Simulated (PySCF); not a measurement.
Question: What does the PBE0-D3(BJ)/def2-SVP structure of `C[Se]c1ccc(B(F)F)nc1` look like in three dimensions?

Answer: 
```xyz
17
C6H6BF2NSe angstrom
C      3.3199   -0.6592   -0.3732
Se     2.4667    1.0165   -0.8281
C      0.6834    0.6201   -0.3381
C      0.2508   -0.6024    0.1783
C     -1.0976   -0.7504    0.4895
C     -1.9819    0.3142    0.2806
B     -3.4970    0.1708    0.6131
F     -4.3609    1.1450    0.4381
F     -3.9642   -0.9729    1.0923
N     -1.5555    1.4921   -0.2161
C     -0.2800    1.6367   -0.5115
H      3.2126   -0.8774    0.6978
H      2.9216   -1.4834   -0.9802
H      4.3847   -0.5251   -0.6059
H      0.9425   -1.4313    0.3377
H     -1.4698   -1.6941    0.8948
H      0.0248    2.6118   -0.9135
```

Orientation and origin are arbitrary. Atoms count from 1 in this order. The 11 heavy atoms lie in one plane (0.007 Å rms). The 2 C–N bonds span 1.317 Å (N10–C11, aromatic) to 1.348 Å (C6–N10, aromatic), a spread of 0.031 Å. The 6-membered ring C3–C4–C5–C6–N10–C11 has internal angles of 117.7° to 123.7°; it is planar, 0.00 Å rms from its mean plane, widest ring torsion 0°. Of the pairs four or more bonds apart, C1···H15 is among the closest relative to their van der Waals radii: 2.60 Å, 90 % of the sum of Bondi's values.

Bonds between heavy atoms (Å): C1–Se2 1.935, Se2–C3 1.891, C3–C4 1.396, C4–C5 1.392, C5–C6 1.400, C6–B7 1.558, B7–F8 1.314, B7–F9 1.325, C6–N10 1.348, N10–C11 1.317, C3–C11 1.411.

Computed, not measured: PySCF, PBE0-D3(BJ)/def2-SVP geometry optimisation, gas phase.

Point group: Cs (tolerance 0.08 Å). No PBE0-D3(BJ)/def2-SVP frequencies stand behind this structure, so it isn't proved a minimum. One conformer, not necessarily the lowest (C1–Se2–C3–C4 -1°).
